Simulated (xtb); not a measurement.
F3Y, triplet, from a rough starting geometry (GFN-xTB shapes and energies of metal compounds can be far from the true ones) (the multiplicity is a formal guess); GFN2-xTB run with xtb.

The xtb input:
```
$ xtb mol.xyz --gfn 2 --uhf 2 --opt vtight --json

# file mol.xyz
4

Y      0.04190899     0.00925527    -0.00495207
F     -1.56055086    -0.95924700     0.07042664
F      0.06380752     1.73671493    -0.74299035
F      1.56573040    -0.66878403     0.64742463
```

### Question
Predict the main parts of the log of this xtb run.

### Answer

```
   ID    Z sym.   atoms
    1   39 Y      1
    2    9 F      2-4

           -------------------------------------------------
          |                Calculation Setup                |
           -------------------------------------------------

           -------------------------------------------------
          |                 G F N 2 - x T B                 |
           -------------------------------------------------

          ...................................................
          :                      SETUP                      :
          :.................................................:
          :  # basis functions                  22          :
          :  # atomic orbitals                  21          :
          :  # shells                            9          :
          :  # electrons                        24          :
          :  max. iterations                   250          :
          :  Hamiltonian                  GFN2-xTB          :
          :  restarted?                      false          :
          :  GBSA solvation                  false          :
          :  PC potential                    false          :
          :  electronic temp.          300.0000000     K    :
          :  accuracy                    1.0000000          :
          :  -> integral cutoff          0.2500000E+02      :
          :  -> integral neglect         0.1000000E-07      :
          :  -> SCF convergence          0.1000000E-05 Eh   :
          :  -> wf. convergence          0.1000000E-03 e    :
          :  Broyden damping             0.4000000          :
          :  net charge                          0          :
          :  unpaired electrons                  2          :
          ...................................................

 iter      E             dE          RMSdq      gap      omega  full diag
   1      2.8926901  0.289269E+01  0.554E+01    0.03       0.0  T
   2    -14.3327985 -0.172255E+02  0.240E+01    0.06       1.0  T
   3    -14.7221822 -0.389384E+00  0.164E+01    0.02       1.0  T
   4    -14.8822578 -0.160076E+00  0.143E+01    0.05       1.0  T
   5    -14.9301465 -0.478886E-01  0.135E+01    0.09       1.0  T
   6    -15.0187233 -0.885768E-01  0.125E+01    0.13       1.0  T
   7    -15.0536954 -0.349721E-01  0.119E+01    0.15       1.0  T
   8    -15.3000708 -0.246375E+00  0.877E+00    0.26       1.0  T
   9    -15.2532369  0.468339E-01  0.773E+00    0.29       1.0  T
  10    -15.3548033 -0.101566E+00  0.630E+00    0.36       1.0  T
  11    -15.3528666  0.193670E-02  0.640E+00    0.36       1.0  T
  12    -15.4499481 -0.970815E-01  0.466E+00    0.37       1.0  T
  13    -15.4460793  0.386888E-02  0.471E+00    0.37       1.0  T
  14    -15.4328468  0.132325E-01  0.406E+00    0.37       1.0  T
  15    -15.4595945 -0.267477E-01  0.305E+00    0.39       1.0  T
  16    -15.4544544  0.514005E-02  0.303E+00    0.39       1.0  T
  17    -15.4386553  0.157991E-01  0.400E+00    0.39       1.0  T
  18    -15.4714401 -0.327848E-01  0.239E+00    0.39       1.0  T
  19    -15.4728306 -0.139056E-02  0.234E+00    0.39       1.0  T
  20    -15.4730351 -0.204442E-03  0.230E+00    0.38       1.0  T
  21    -15.4780632 -0.502810E-02  0.203E+00    0.38       1.0  T
  22    -15.4761209  0.194230E-02  0.210E+00    0.38       1.0  T
  23    -15.4776798 -0.155889E-02  0.207E+00    0.38       1.0  T
  24    -15.4941247 -0.164450E-01  0.131E+00    0.38       1.0  T
  25    -15.4973715 -0.324677E-02  0.119E+00    0.38       1.0  T
  26    -15.4949142  0.245730E-02  0.120E+00    0.38       1.0  T
  27    -15.4555430  0.393711E-01  0.259E+00    0.38       1.0  T
  28    -15.4755891 -0.200461E-01  0.196E+00    0.38       1.0  T
  29    -15.4679534  0.763577E-02  0.221E+00    0.38       1.0  T
  30    -15.4780510 -0.100977E-01  0.187E+00    0.38       1.0  T
  31    -15.4819554 -0.390437E-02  0.173E+00    0.38       1.0  T
  32    -15.4889825 -0.702706E-02  0.143E+00    0.38       1.0  T
[...]
 * total energy  :   -15.4854289 Eh     change       -0.5575028E-05 Eh
 * total energy  :   -15.4854347 Eh     change       -0.5784278E-05 Eh
 * total energy  :   -15.4854516 Eh     change       -0.1695329E-04 Eh
 * total energy  :   -15.4854642 Eh     change       -0.1253040E-04 Eh
 * total energy  :   -15.4854717 Eh     change       -0.7522390E-05 Eh
 * total energy  :   -15.4854755 Eh     change       -0.3813176E-05 Eh
 * total energy  :   -15.4854774 Eh     change       -0.1942640E-05 Eh
 * total energy  :   -15.4854785 Eh     change       -0.1030054E-05 Eh
 * total energy  :   -15.4854790 Eh     change       -0.5534809E-06 Eh
 * total energy  :   -15.4854793 Eh     change       -0.2662232E-06 Eh
 * total energy  :   -15.4854794 Eh     change       -0.1089332E-06 Eh
 * total energy  :   -15.4854794 Eh     change       -0.4041703E-07 Eh
   *** GEOMETRY OPTIMIZATION CONVERGED AFTER 28 ITERATIONS ***
         :: total energy             -15.485479438541 Eh    ::
[...]

           -------------------------------------------------
          |                Property Printout                |
           -------------------------------------------------

    * Orbital Energies and Occupations

         #    Occupation            Energy/Eh            Energy/eV
      -------------------------------------------------------------
         1        2.0000           -0.9253977             -25.1814
         2        2.0000           -0.8893772             -24.2012
         3        2.0000           -0.8893636             -24.2008
         4        2.0000           -0.5890203             -16.0281
         5        2.0000           -0.5637604             -15.3407
         6        1.9980           -0.5540739             -15.0771
         7        1.9980           -0.5540717             -15.0771
         8        1.8433           -0.5497821             -14.9603
         9        1.8433           -0.5497820             -14.9603
        10        1.7818           -0.5493955             -14.9498
        11        1.7818           -0.5493952             -14.9498
        12        1.7538           -0.5492457             -14.9457
        13        0.9967           -0.3995737             -10.8730 (HOMO)
        14        0.0016           -0.3880355             -10.5590 (LUMO)
        15        0.0016           -0.3880333             -10.5589
        16                         -0.3732008             -10.1553
        17                         -0.3731921             -10.1551
        18                         -0.2015791              -5.4852
        19                         -0.0058406              -0.1589
        20                          0.3710012              10.0955
        21                          0.3712015              10.1009
      -------------------------------------------------------------
                  HL-Gap            0.0115382 Eh            0.3140 eV
             Fermi-level           -0.4711585 Eh          -12.8209 eV

     #   Z          covCN         q      C6AA      α(0)
     1  39 Y        1.887     0.457   865.109   100.715
     2   9 F        0.629    -0.152    10.785     3.875
     3   9 F        0.629    -0.152    10.786     3.875
     4   9 F        0.629    -0.152    10.785     3.875

 Mol. C6AA /au·bohr⁶  :       1402.040492
 Mol. C8AA /au·bohr⁸  :     191729.554477
 Mol. α(0) /au        :        112.340027

Wiberg/Mayer (AO) data.
largest (>0.10) Wiberg bond orders for each atom

 ---------------------------------------------------------------------------
     #   Z sym  total        # sym  WBO       # sym  WBO       # sym  WBO
 ---------------------------------------------------------------------------
     1  39 Y    2.303 --     3 F    0.768     2 F    0.768     4 F    0.768
     2   9 F    0.890 --     1 Y    0.768
     3   9 F    0.890 --     1 Y    0.768
     4   9 F    0.890 --     1 Y    0.768
 ---------------------------------------------------------------------------

Topologies differ in total number of bonds
Writing topology from bond orders to xtbtopo.mol

molecular dipole:
                 x           y           z       tot (Debye)
 q only:        0.051      -0.100      -0.232
   full:        0.112      -0.221      -0.511       1.444
molecular quadrupole (traceless):
                xx          xy          yy          xz          yz          zz
 q only:       -1.313      -0.352      -0.831      -0.820       1.561       2.144
  q+dip:       -1.869      -0.505      -1.200      -1.186       2.215       3.069
   full:       -2.686      -0.721      -1.703      -1.681       3.192       4.389

optimized geometry written to: xtbopt.xyz

           -------------------------------------------------
          | TOTAL ENERGY              -15.485479438541 Eh   |
          | GRADIENT NORM               0.000016900063 Eh/α |
          | HOMO-LUMO GAP               0.313969799456 eV   |
           -------------------------------------------------

normal termination of xtb
```
